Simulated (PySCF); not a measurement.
# Radial density of Zr⁺ (zirconium, charge +1)

UHF, [Kr] 4d2 5s1, high-spin 4F determinant. Computed with PySCF 2.14 in aug-cc-pVTZ-DK, with scalar relativity by spin-free X2C-1e.

```json
{"r (bohr)": "0.0333", "4πr²ρ (e/bohr)": "48.14", "4πr²(ρα − ρβ)": "-0.0008"}
{"r (bohr)": "0.0561", "4πr²ρ (e/bohr)": "42.21", "4πr²(ρα − ρβ)": "-0.0048"}
{"r (bohr)": "0.0943", "4πr²ρ (e/bohr)": "57.98", "4πr²(ρα − ρβ)": "0.0153"}
{"r (bohr)": "0.159", "4πr²ρ (e/bohr)": "51.57", "4πr²(ρα − ρβ)": "0.0832"}
{"r (bohr)": "0.267", "4πr²ρ (e/bohr)": "38.55", "4πr²(ρα − ρβ)": "0.1837"}
{"r (bohr)": "0.449", "4πr²ρ (e/bohr)": "40.89", "4πr²(ρα − ρβ)": "0.0710"}
{"r (bohr)": "0.755", "4πr²ρ (e/bohr)": "11.67", "4πr²(ρα − ρβ)": "0.1336"}
{"r (bohr)": "1.27", "4πr²ρ (e/bohr)": "8.571", "4πr²(ρα − ρβ)": "0.8713"}
{"r (bohr)": "2.14", "4πr²ρ (e/bohr)": "2.461", "4πr²(ρα − ρβ)": "1.0729"}
{"r (bohr)": "3.59", "4πr²ρ (e/bohr)": "0.5459", "4πr²(ρα − ρβ)": "0.5263"}
{"r (bohr)": "6.04", "4πr²ρ (e/bohr)": "0.04812", "4πr²(ρα − ρβ)": "0.0481"}
{"r (bohr)": "10.2", "4πr²ρ (e/bohr)": "0.0001722", "4πr²(ρα − ρβ)": "0.0002"}
```

Densities and radii are taken from the X2C orbitals without a picture-change correction, which distorts them close to the nucleus.

Q: Where is the radial spin density 4πr²(ρα − ρβ) most negative, and why is it negative at all?

A: Around r = 0.0561 bohr, down to -0.0048 e/bohr: exchange with the open shell polarises the paired shells in an unrestricted calculation.
